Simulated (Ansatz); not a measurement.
| atom | x (Å) | y (Å) | z (Å) |
| --- | --- | --- | --- |
| O | -0.0376 | 0.0040 | -0.4530 |
| O | -0.0167 | 1.0707 | 0.1641 |
| O | 0.0037 | -1.1105 | 0.2070 |

Basis set: def2-TZVP (spherical functions). Left uncorrelated: 3 orbitals. Charge 0, multiplicity 1.

Computed with Ansatz (development build ahead of 0.2.0); each method stands on the lowest determinant of its kind that the runs found. Restricted open shells among the atoms or ions are ROHF, correlated in semicanonical orbitals with singles.

The atomization energy at this shape (free ground-state atoms in the same class of orbitals less the molecule, no zero-point energy) of singlet O3:

```
 method  atomization energy
RHF-MP2     157.08 kcal/mol
```

What does RHF give?

-46.36 kcal/mol. Caution: in another basis set an unrestricted determinant lies well below. Caution for RHF: the molecule lies well above its atoms at this level.
